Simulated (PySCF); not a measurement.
# Electron correlation in Zn²⁺ (zinc, charge +2)

[Ar] 3d9 4s1, high-spin 3D determinant (an excited configuration). All numbers are calculated (PySCF 2.14, scalar relativity by spin-free X2C-1e, in x2c-TZVPPall). Frozen: [Ne]; 18 electrons correlated.

```csv
level,correlation energy (mhartree)
CCSD,-620.60
(T),-9.03
CCSD(T),-629.63
```

Diagnostics: T1 = 0.0070, D1 = 0.0177, largest double amplitude 0.014.

Question: Is a single reference adequate?

Answer: Yes: T1 lies below 0.03 and no double amplitude reaches 0.07.

This basis was not built for core-valence correlation, so the inner-shell part is incomplete.
